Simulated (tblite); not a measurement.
C6H8Si.
Numbering: `[SiH3:1][C@:2]12[CH:3]=[CH:4][C@H:5]1[CH:6]=[CH:7]2` (hydrogens: H8, H9, H10 on Si1; H11 on C3; H12 on C4; H13 on C5; H14 on C6; H15 on C7)

All values are computed: GFN2-xTB (tblite) harmonic vibrations without scaling, gas phase. Errors from tens to a few hundred cm⁻¹ against measured bands are possible. Modes of hydrogen on silicon can be 10 to 20 % off.

Harmonic wavenumbers (cm⁻¹): 83.8, 153.6, 172.5, 344.4, 361.0, 467.2, 529.9, 536.3, 552.8, 774.1, 776.9, 780.4, 781.4, 785.7, 802.7, 811.6, 852.1, 892.2, 978.7, 997.1, 1017.5, 1038.0, 1048.2, 1073.5, 1113.6, 1154.9, 1196.5, 1224.1, 1243.5, 1626.0, 1647.2, 2259.7, 2270.1, 2271.0, 3013.9, 3109.7, 3111.2, 3129.4, 3132.5.

A = 3864, B = 2057, C = 1671 MHz; mass 108.040 u (most abundant isotopes); point group Cs, symmetry number 1.

Task: What is the zero-point energy?

Result: ½Σν̃ = 24057 cm⁻¹ = 68.78 kcal/mol.

Task: Entropy at 350 K, 1 bar (ideal gas, RRHO, classical rotation)?

Result: Translation 40.77, rotation 28.06, vibration 20.21: S = 89.0 cal/(mol K).

Task: And Cp and H(350 K) − H(0)?

Result: Cp = 35.62 cal/(mol K), of which vibrations give 27.67 (their classical limit is 39 R = 77.5); H(350 K) − H(0) = 6.95 kcal/mol without the zero-point energy, 4.17 from vibrations.

Task: Which modes carry the vibrational entropy at 350 K?

Result: 83.8 cm⁻¹: 4.11; 153.6 cm⁻¹: 2.93; 172.5 cm⁻¹: 2.71; 344.4 cm⁻¹: 1.45; 361.0 cm⁻¹: 1.38; 467.2 cm⁻¹: 0.97 cal/(mol K); the other 33 give 6.65 together.

Task: Blend soft modes into free rotors: weight 1/[1 + (100 cm⁻¹/ν̃)⁴] for the oscillator and the rest for a rotor with moment μB/(μ + B), μ = h/(8π²ν), B = 10⁻⁴⁴ kg m². What vibrational entropy results?

Result: 19.53 cal/(mol K) in place of 20.21, which changes −T·S at 350 K by +0.24 kcal/mol.

Task: What must be added to the electronic energy to get the Gibbs energy at 350 K and 1 bar?

Result: ZPE + [H(350 K) − H(0)] − T·S = 68.78 + 6.95 − 31.17 = 44.56 kcal/mol.

Hindered rotation and anharmonicity are outside this model.
